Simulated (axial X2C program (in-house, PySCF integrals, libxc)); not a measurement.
# Worked dissociation energy of BiC⁺: r2SCAN, spin-free

Calculated with an axial X2C code built on PySCF integrals. Spin-free means the one-electron spin-free X2C Hamiltonian. Basis: Bi dyall-cv3z [12s14p10d6f1g], C dyall-v3z [7s6p2d1f] (cores contracted in-house); Gaussian nuclei, density fitting, unrestricted open shells. Masses: Bi 208.980 u, C 12.000 u.

Molecular state: M_S = 1, Λ = 1 (beyond evenly filled blocks: σα, π+α, π+β, π-α).

```
E(Bi+) (2M_S = 2, M_L = 0) : -21535.325707 hartree
E(C) (2M_S = 2, M_L = 0)   : -37.850010 hartree
E(BiC⁺) at Re              : -21573.276788 hartree
ωe                         : 657.4 cm⁻¹
ωexe                       : 3.48 cm⁻¹
```

Question: Work out De and D0.

Answer: De = -21535.325707 + (-37.850010) − (-21573.276788) = 0.10107 hartree = 2.750 eV. The zero-point energy is ωe/2 − ωexe/4 = 328 cm⁻¹ = 0.041 eV, so D0 = 2.710 eV.

The state is a single determinant with fixed occupations, the lowest that a limited PBE0 search found. De is counted from the lowest determinant-based energies of the atoms at the same level, without counterpoise correction. Other states lie close and PBE0, whose exact exchange favours high spin, may order them wrongly; the determinant shown need not be the ground state. The nearest other spin-free determinant of the search, M_S = 1, Λ = 0, lies 0.25 eV up at the distance of the search. Without a current term, density functionals place determinants with orbital angular momentum somewhat too high. The determinant is spin-polarised beyond a pure state at some levels (its spin-free form has ⟨S²⟩ too high), which makes Re and μ there less reliable. Spin–orbit coupling changes these values markedly for this molecule (Re by over 0.02 Å or De by over 0.25 eV), so the spin-free numbers are a model. Spin-free De lacks the spin–orbit lowering of the heavy p-block atom, a tenth of an eV or more for 4p and 5p, up to an eV for 6p and one to two eV for 7p atoms, less what an open-shell molecule gains itself.

Each atomic determinant is the lowest at this level and need not be a pure term. Totals compare only within one Hamiltonian and basis.
